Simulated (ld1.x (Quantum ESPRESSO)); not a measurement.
**What the settings do to the TM potential of fluorine**

Base potential:

fluorine, norm-conserving Troullier–Martins (Kleinman–Bylander form), made with ld1.x (Quantum ESPRESSO) 7.5 (PBE, scalar-relativistic). Core [He], reference 2s2 2p5. Waves: 2p (bound): rc 1.05 bohr; 2s (bound): rc 0.70 bohr. Local part: the s channel. Core correction: Bessel-smoothed model core inside 0.50 bohr.

All-electron outer shells of the reference configuration (PBE, scalar-relativistic, ld1.x):

```
shell  level (eV)  outermost node (bohr)  outermost maximum (bohr)
   1s     -663.37                      –                      0.11
   2s      -29.90                   0.24                      0.76
   2p      -11.11                      –                      0.71
```

Cutoffs, loose and tight: the cutoffs (Ry, on a coarse ladder) from which the occupation-weighted sum of valence levels, in a spherical-Bessel basis at the reference potential, stays within 10 and 1 mRy of its value at 400 Ry. They do not see the model core or the augmentation charge, which bear on the density cutoff. Test errors are all-electron minus pseudo excitation energies from the reference, over the configurations 2s2 2p4; 2s2 2p3; 2s2 2p2; 2s2 2p4.5; 2s1 2p6; 2s2 2p5.3; 2s1 2p5. A dash means not determined; rows that change the core or the reference have their own tests.

```csv
change,outcome,"cutoff, loose","cutoff, tight",bound ghosts,largest test error (meV)
base,generated,160 Ry,260 Ry,none,+207
wave 2p (bound): rc 1.05 bohr becomes 2p (bound): rc 0.72 bohr,generated,200 Ry,over 300 Ry,none,+27
wave 2p (bound): rc 1.05 bohr becomes 2p (bound): rc 0.82 bohr,generated,180 Ry,300 Ry,none,+59
wave 2p (bound): rc 1.05 bohr becomes 2p (bound): rc 0.92 bohr,generated,180 Ry,260 Ry,none,+114
wave 2p (bound): rc 1.05 bohr becomes 2p (bound): rc 1.10 bohr,generated,160 Ry,260 Ry,none,+262
wave 2p (bound): rc 1.05 bohr becomes 2p (bound): rc 1.16 bohr,generated,160 Ry,260 Ry,none,+329
wave 2p (bound): rc 1.05 bohr becomes 2p (bound): rc 1.44 bohr,generated,140 Ry,260 Ry,none,+796
wave 2p (bound): rc 1.05 bohr becomes 2p (bound): rc 1.54 bohr,generated,120 Ry,260 Ry,none,+1091
```

**Question.** What comes out with this change to the base: wave 2p (bound): rc 1.05 bohr becomes 2p (bound): rc 1.32 bohr?

**Answer.** outcome: generated; cutoff, loose: 140 Ry; cutoff, tight: 260 Ry; bound ghosts: none; largest test error (meV): +574.

Reading the sweep of the p radius (base included, trends over the rows without a ghost): The loose cutoff falls from 200 Ry at 0.72 to 120 Ry at 1.54 bohr. A larger radius leaves more room for a smooth pseudo-wave, so fewer plane waves are needed; a smaller one forces it to follow the all-electron wave where it bends sharply. The median size of the test errors (rows with all tests solved) rises from 1.9 meV at 0.72 to 24.6 meV at 1.54 bohr, with one reversal. More of the atom is replaced by a form fitted at one configuration, so other configurations suffer as the radius grows.
